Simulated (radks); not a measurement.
Question: Sr14+, 24 electrons, occupied as [Ar] 3d6. All-electron calculation, Dirac Kohn-Sham, relativistic LDA (MacDonald-Vosko exchange, VWN5 correlation), spin-unpolarised, spherical densities, finite nucleus; open shells fill j = l - 1/2 first; Fermi nuclear charge, rms radius 4.224 fm. Program: a radial shooting solver on a logarithmic mesh with Libxc functionals.

Spin-orbit splittings of the eigenvalues, e(l+1/2) - e(l-1/2), with zeta = 2 splitting/(2l+1) and mean radii in bohr:

shell  occ.  splitting (eV)  zeta (eV)  <r> j=l-1/2  <r> j=l+1/2
2p        6           68.09      45.40       0.1474       0.1516
3p        6           12.00      8.000       0.4623       0.4708
3d        6               ?          ?       0.4392       0.4417

Estimate the 3d splitting.

Answer: 2.311 eV (zeta = 0.9246 eV).
